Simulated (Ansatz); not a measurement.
Reaction (ligand exchange at the Si–O bond): `[NH2][GeH2][O][SiH](N)Cl` + HBr → `N[SiH](Cl)Br` + `[NH2][GeH2][OH]`

Computed with Ansatz on PBE0-D4/def2-TZVP structures; ΔE is electronic, products minus reactants. CCSD(T)/CBS adds triple-zeta CCSD(T) − MP2 to the extrapolated MP2 energy (def2 sets, frozen cores). Functionals use def2-TZVPP. B3LYP here is the variant with VWN-RPA as its local correlation; programs differ in this. For Br, Ge outer-core shells are correlated without core-valence functions, which leaves a few kJ/mol of doubt a bond. Scalar relativity is left out up to krypton. One conformer a species, not always the lowest.

(1) Is it downhill or uphill in electronic energy at CCSD(T)/CBS, and by how much? (Estimate.)

(2) What do these levels give: PBE0-D4, B3LYP-D4, ωB97X-V, ωB97M-V, B2PLYP, B3LYP, HF/def2-TZVPP, CCSD/def2-TZVPP, HF/def2-QZVPP, HF/CBS(def2), MP2/CBS(def2), CCSD/CBS(def2)? (An estimate is asked.)

Largest T1 diagnostic among the species: 0.011.

Results:

(1) The calculation gave: Uphill: ΔE = +10.7 kcal/mol.

(2) Ansatz gave: PBE0-D4 9.4, B3LYP-D4 12.1, ωB97X-V 11.3, ωB97M-V 11.4, B2PLYP 10.8, B3LYP 9.7, HF/def2-TZVPP 11.7, CCSD/def2-TZVPP 12.7, HF/def2-QZVPP 11.8, HF/CBS(def2) 11.9, MP2/CBS(def2) 9.5, CCSD/CBS(def2) 10.6 kcal/mol.

From PBE to PBE0 (25 % exact exchange), in def2-TZVPP and without D4, ΔE moves by +0.8 kcal/mol. The D4 term adds +2.4 kcal/mol with B3LYP and +1.5 kcal/mol with PBE0; it sums over pairs of atoms, weighted by their polarisabilities, and B3LYP, whose exchange is more repulsive, gets the larger term.
